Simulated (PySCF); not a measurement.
Isomers of C3H5N. Gas-phase values, no solvent. One relaxed conformer stands for each flexible species; it need not be the lowest. Strings in code marks are SMILES. All members: neutral, multiplicity 1. Level: B3LYP-D3(BJ)/def2-TZVP (PySCF), beside PBE-D3(BJ)/def2-TZVP // B3LYP-D3(BJ)/def2-TZVP (PySCF) at the same geometries. B3LYP has the VWN-RPA correlation part, as in Gaussian. 

```json
[
 {"species": "`C=CN=C` (C–C–N–C torsion 180°)", "HOMO–LUMO gap, PBE (eV)": "3.84", "HOMO–LUMO gap, B3LYP-D3(BJ) (eV)": "5.66"},
 {"species": "`NC1C=C1` (H–N–C–C torsion 159°)", "HOMO–LUMO gap, PBE (eV)": "4.03", "HOMO–LUMO gap, B3LYP-D3(BJ) (eV)": "5.99"},
 {"species": "`N=C1CC1`", "HOMO–LUMO gap, PBE (eV)": "4.29", "HOMO–LUMO gap, B3LYP-D3(BJ) (eV)": "6.34"},
 {"species": "`C1=NCC1`", "HOMO–LUMO gap, PBE (eV)": "4.67", "HOMO–LUMO gap, B3LYP-D3(BJ) (eV)": "6.82"},
 {"species": "`NC1=CC1` (H–N–C–C torsion 22°)", "HOMO–LUMO gap, PBE (eV)": "4.87", "HOMO–LUMO gap, B3LYP-D3(BJ) (eV)": "6.30"},
 {"species": "`C#CNC`", "HOMO–LUMO gap, PBE (eV)": "4.95", "HOMO–LUMO gap, B3LYP-D3(BJ) (eV)": "withheld"},
 {"species": "`CC#CN`", "HOMO–LUMO gap, PBE (eV)": "4.95", "HOMO–LUMO gap, B3LYP-D3(BJ) (eV)": "6.41"},
 {"species": "`CCC#N`", "HOMO–LUMO gap, PBE (eV)": "7.53", "HOMO–LUMO gap, B3LYP-D3(BJ) (eV)": "9.26"}
]
```

Task: Fit y = a + b·x, y being the HOMO–LUMO gap at the first level, to the 7 complete rows by least squares, with x = the PBE value in eV. Give a, b and the rms residual, and predict the withheld value.

Result: Means of the 7 rows: x̄ = 4.8829, ȳ = 6.6829 eV. Σ(x − x̄)² = 9.2237 and Σ(x − x̄)(y − ȳ) = 8.6403, so b = 0.937 and a = ȳ − b·x̄ = 2.108 eV. The rms residual is 0.248 eV. At x = 4.95 the line gives 6.75 eV. The run for `C#CNC` gave 6.52 eV, so the line is off by 0.23 eV, within twice the rms residual.

Codes: PySCF.
